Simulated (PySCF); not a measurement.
C₅H₄F₂O₃.
Numbering: `[O:1]=[C:2]1[O:3][CH2:4][CH:5]=[C:6]1[O:7][CH:8]([F:9])[F:10]` (hydrogens: H11, H12 on C4; H13 on C5; H14 on C8)

Geometry (GFN2-xTB, Å), atoms numbered from 1 in this order:
```
atom  x, y, z in Å
O1     0.5575    1.8908    0.7919
C2    -0.2376    1.0509    0.4738
O3    -1.5673    1.2322    0.5000
C4    -2.2465    0.0551    0.1054
C5    -1.1743   -0.9337   -0.1967
C6     0.0095   -0.3496    0.0110
O7     1.2246   -0.9450   -0.1370
C8     2.3416   -0.1582   -0.2126
F9     3.3929   -0.9793   -0.1127
F10    2.4228    0.4249   -1.4308
H11   -2.9032   -0.2640    0.9227
H12   -2.8688    0.2810   -0.7677
H13   -1.3699   -1.9364   -0.5205
H14    2.4180    0.6309    0.5512
```

Theory: PySCF, TDDFT PBE0/def2-SVPD, vertical, gas phase, core orbitals frozen in the response.

Kohn–Sham orbitals with the atoms that hold most of them (Löwdin shares over 4%, at most four atoms; ? is withheld):

| orbital | ε (eV) | atoms |
| --- | --- | --- |
| HOMO-3 | -10.88 | O7 20%, F10 15%, C8 12%, O1 11% |
| HOMO-2 | -9.52 | O3 45%, O1 26%, C4 7%, C2 7% |
| HOMO-1 | -8.66 | ? |
| HOMO | -8.14 | C5 26%, C6 21%, O7 20%, O1 11% |
| LUMO | -1.75 | ? |
| LUMO+1 | 0.42 | C4 25%, C5 17%, H11 13%, H12 12% |
| LUMO+2 | 0.93 | C2 13%, C8 12%, C6 9%, H11 8% |

(1) Give the leading atoms of the HOMO-1.

(2) Give the leading atoms of the LUMO.

(3) The HOMO–LUMO gap is 6.39 eV. Where does the response calculation put the lowest singlet, and from which orbitals?

(4) One configuration dominates each of S1, S2, S3 and S4. Which, and how do the shares of the two leading atoms of either orbital change from the occupied to the empty one?

Answers

(1) O1 (bonded to C) 57%; C2 (bonded to C and 2 O) 9%; C6 (bonded to 2 C and O) 9%; O3 (bonded to 2 C) 7%. By element: oxygen 64% or more, carbon 18% or more.

(2) C5 (bonded to 2 C and H) 27%; C6 (bonded to 2 C and O) 18%; C2 (bonded to C and 2 O) 17%; O1 (bonded to C) 15%. By element: carbon 62% or more, oxygen 15% or more.

(3) S1 is at 5.05 eV (f = 0.0038), 1.34 eV below the gap, made of HOMO-1→LUMO (84%), HOMO→LUMO (13%). Its leading pair isn't HOMO and LUMO; the energies of that pair differ by 6.91 eV. 

(4) 
- S1 (5.05 eV, f 0.0038), HOMO-1→LUMO (84%): O1 57% → 15%, C2 9% → 17%, C5 at most 7% → 27%, C6 9% → 18%
- S2 (5.91 eV, f 0.251), HOMO→LUMO (83%): C5 26% → 27%, C6 21% → 18%
- S3 (6.79 eV, f 0.043), HOMO-2→LUMO (97%): O3 45% → at most 16%, O1 26% → 15%, C5 at most 7% → 27%, C6 at most 7% → 18%
- S4 (7.39 eV, f 0.0011), HOMO→LUMO+1 (96%): C5 26% → 17%, C6 21% → at most 12%, C4 at most 11% → 25%

One conformer stands for the species.
